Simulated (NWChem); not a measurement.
System: C$_{3}$H$_{7}$NSi; SMILES C=C=C(N)[SiH3]

NWChem input:

```
start job
memory heap 200 mb stack 900 mb global 1100 mb
geometry units angstroms noautoz
  C     -0.730932    -2.392045     0.067119
  C     -0.123092    -1.233492    -0.015389
  C      0.451083    -0.045784    -0.057381
  N      1.829862     0.197224    -0.010600
  Si    -0.685710     1.456994     0.016608
  H     -1.043621    -2.944026    -0.828223
  H     -0.952572    -2.859382     1.035196
  H      2.403911    -0.626203    -0.163954
  H      2.132676     0.961298    -0.606292
  H     -0.605918     2.121365     1.353482
  H     -0.233347     2.451395    -1.010073
  H     -2.087728     1.042615    -0.266729
end
basis spherical
  * library def2-svp
end
dft
  xc b3lyp
  iterations 150
  mulliken
end
task dft energy
```

Output (shortened):

```
             Northwest Computational Chemistry Package (NWChem) 7.3.0
             --------------------------------------------------------

 C1  symmetry detected

                             Geometry "geometry" -> ""
                             -------------------------

 Output coordinates in angstroms (scale by  1.889725989 to convert to a.u.)

  No.       Tag          Charge          X              Y              Z
 ---- ---------------- ---------- -------------- -------------- --------------
    1 C                    6.0000    -0.68746957    -2.40646431     0.01950698
    2 C                    6.0000    -0.10337535    -1.23373753    -0.02596758
    3 C                    6.0000     0.44479433    -0.03308605    -0.03201460
    4 N                    7.0000     1.81467342     0.24012258     0.07315767
    5 Si                  14.0000    -0.72802450     1.44295054     0.01187623
    6 H                    1.0000    -0.95119954    -2.95490491    -0.89359441
    7 H                    1.0000    -0.93718283    -2.88980344     0.97277914
    8 H                    1.0000     2.41305543    -0.56843883    -0.06558365
    9 H                    1.0000     2.12371896     1.01761241    -0.50160730
   10 H                    1.0000    -0.71727698     2.09343338     1.35788672
   11 H                    1.0000    -0.25749391     2.45902164    -0.98498885
   12 H                    1.0000    -2.10768863     1.00064157    -0.33241137

 Effective nuclear repulsion energy (a.u.)     201.1203203186

                                 NWChem DFT Module
                                 -----------------

 Summary of "ao basis" -> "ao basis" (spherical)
 ------------------------------------------------------------------------------
       Tag                 Description            Shells   Functions and Types
 ---------------- ------------------------------  ------  ---------------------
 C                          def2-svp                 6       14   3s2p1d
 N                          def2-svp                 6       14   3s2p1d
 Si                         def2-svp                 8       18   4s3p1d
 H                          def2-svp                 3        5   2s1p

            General Information
            -------------------
          SCF calculation type: DFT
          Wavefunction type:  closed shell.
          No. of atoms     :    12
          No. of electrons :    46
           Alpha electrons :    23
            Beta electrons :    23
          Charge           :     0
          Spin multiplicity:     1
          Use of symmetry is: off; symmetry adaption is: off
          Maximum number of iterations: 150
          AO basis - number of functions:   109
                     number of shells:    53
          Convergence on energy requested:  1.00D-06
          Convergence on density requested:  1.00D-05
          Convergence on gradient requested:  5.00D-04

              XC Information
              --------------
                         B3LYP Method XC Potential
                     Hartree-Fock (Exact) Exchange  0.200
                        Slater Exchange Functional  0.800 local
                    Becke 1988 Exchange Functional  0.720 non-local
              Lee-Yang-Parr Correlation Functional  0.810
                  VWN I RPA Correlation Functional  0.190 local

             Grid Information
             ----------------
          Grid used for XC integration:  medium
          Radial quadrature: Mura-Knowles
          Angular quadrature: Lebedev.
          Tag              B.-S. Rad. Rad. Pts. Rad. Cut. Ang. Pts.
          ---              ---------- --------- --------- ---------
          C                   0.70       49          12.0       434
          N                   0.65       49          11.0       434
          Si                  1.10       88          11.0       590
          H                   0.35       45          13.0       434
          Grid pruning is: on
          Number of quadrature shells:   599
          Spatial weights used:  Erf1

      Superposition of Atomic Density Guess
      -------------------------------------

 Sum of atomic energies:        -459.35211057

      Non-variational initial energy
      ------------------------------

 Total energy =    -462.157407
 1-e energy   =   -1027.874966
 2-e energy   =     364.597238
 HOMO         =      -0.238297
 LUMO         =      -0.001757

     ---------------------------------------------
      Total Density - Mulliken Population Analysis
     ---------------------------------------------

    Atom       Charge   Shell Charges
 -----------   ------   -------------------------------------------------------
    1 C    6     6.33   1.99  0.96  0.31  2.00  1.05  0.03
    2 C    6     6.02   1.99  0.99  0.29  1.93  0.78  0.04
    3 C    6     6.21   1.99  0.96  0.27  1.89  1.05  0.06
    4 N    7     7.40   1.99  1.03  0.41  2.48  1.49  0.01
    5 Si  14    13.52   2.00  1.99  1.00  0.28  5.94  1.12  1.05  0.13
    6 H    1     0.87   0.65  0.19  0.03
    7 H    1     0.87   0.65  0.19  0.03
    8 H    1     0.79   0.61  0.13  0.04
    9 H    1     0.77   0.60  0.12  0.04
   10 H    1     1.07   0.70  0.37  0.01
   11 H    1     1.08   0.70  0.37  0.01
   12 H    1     1.07   0.70  0.37  0.01

   convergence    iter        energy       DeltaE   RMS-Dens  Diis-err
 ---------------- ----- ----------------- --------- --------- ---------
 d= 0,ls=0.0,diis     1   -462.4579833485 -6.64D+02  9.77D-03  3.91D-01
 d= 0,ls=0.0,diis     2   -462.4962184001 -3.82D-02  4.48D-03  9.98D-02
 d= 0,ls=0.0,diis     3   -462.4994181696 -3.20D-03  1.96D-03  7.50D-02
 d= 0,ls=0.0,diis     4   -462.5086057635 -9.19D-03  5.31D-04  3.80D-03
 d= 0,ls=0.0,diis     5   -462.5090536858 -4.48D-04  1.66D-04  4.83D-04
  Resetting Diis
 d= 0,ls=0.0,diis     6   -462.5091119645 -5.83D-05  3.17D-05  6.41D-06
 d= 0,ls=0.0,diis     7   -462.5091128758 -9.11D-07  1.32D-05  3.78D-07
 d= 0,ls=0.0,diis     8   -462.5091128473  2.85D-08  7.61D-06  5.78D-07

         Total DFT energy =     -462.509112847286
      One electron energy =    -1032.362094368327
           Coulomb energy =      415.388249058729
    Exchange-Corr. energy =      -46.655587856289
 Nuclear repulsion energy =      201.120320318601

 Numeric. integr. density =       45.999999410630

                       DFT Final Molecular Orbital Analysis
                       ------------------------------------

 Vector   21  Occ=2.000000D+00  E=-3.234045D-01
              MO Center=  4.1D-01,  7.8D-01,  9.9D-02, r^2= 4.0D+00
   Bfn.  Coefficient  Atom+Function         Bfn.  Coefficient  Atom+Function
  ----- ------------  ---------------      ----- ------------  ---------------
    48      0.306039   4 N  pz               34     -0.232778   3 C  pz
    51     -0.225163   4 N  pz               95      0.221559  10 H  s
   100     -0.205100  11 H  s                66      0.174068   5 Si pz
    37     -0.157011   3 C  pz               96      0.146820  10 H  s
    47      0.134816   4 N  py               31      0.115446   3 C  s

 Vector   22  Occ=2.000000D+00  E=-2.614858D-01
              MO Center= -3.5D-01, -1.4D+00, -3.4D-04, r^2= 2.9D+00
   Bfn.  Coefficient  Atom+Function         Bfn.  Coefficient  Atom+Function
  ----- ------------  ---------------      ----- ------------  ---------------
     4      0.377272   1 C  px               18      0.295912   2 C  px
     7      0.265192   1 C  px               21      0.216016   2 C  px
    19     -0.182969   2 C  py                5     -0.176863   1 C  py
    65     -0.126185   5 Si py               33      0.120103   3 C  py
     8     -0.112399   1 C  py               46     -0.108097   4 N  px

 Vector   23  Occ=2.000000D+00  E=-2.133202D-01
              MO Center=  6.6D-01, -4.8D-01,  7.3D-02, r^2= 3.1D+00
   Bfn.  Coefficient  Atom+Function         Bfn.  Coefficient  Atom+Function
  ----- ------------  ---------------      ----- ------------  ---------------
    20      0.370033   2 C  pz               48      0.366550   4 N  pz
    51     -0.319857   4 N  pz               23      0.278828   2 C  pz
    34      0.261262   3 C  pz               45     -0.177918   4 N  s
    37      0.165954   3 C  pz               80     -0.131544   7 H  s
    75      0.128057   6 H  s                81     -0.105948   7 H  s

 Vector   24  Occ=0.000000D+00  E=-3.344531D-03
              MO Center=  4.7D-02, -7.5D-01, -4.3D-02, r^2= 5.4D+00
   Bfn.  Coefficient  Atom+Function         Bfn.  Coefficient  Atom+Function
  ----- ------------  ---------------      ----- ------------  ---------------
    45      0.575935   4 N  s                67     -0.485669   5 Si px
     7      0.421307   1 C  px               21     -0.417745   2 C  px
    91     -0.330258   9 H  s                 4      0.313966   1 C  px
    18     -0.310403   2 C  px               86     -0.310010   8 H  s
   106     -0.286510  12 H  s                31      0.278101   3 C  s

 Vector   25  Occ=0.000000D+00  E= 1.062966D-02
              MO Center= -1.3D-01, -3.9D-01, -4.1D-02, r^2= 4.6D+00
   Bfn.  Coefficient  Atom+Function         Bfn.  Coefficient  Atom+Function
  ----- ------------  ---------------      ----- ------------  ---------------
    69      0.568688   5 Si pz               96     -0.448445  10 H  s
   101      0.441235  11 H  s                23     -0.436441   2 C  pz
    81      0.395629   7 H  s                20     -0.391495   2 C  pz
    37      0.379899   3 C  pz               76     -0.374829   6 H  s
    34      0.325576   3 C  pz               31     -0.214668   3 C  s

[...]
```

Level: B3LYP/def2-SVP. Geometry: optimised at PBE0/def2-SVP. No frequency run checked for a minimum.
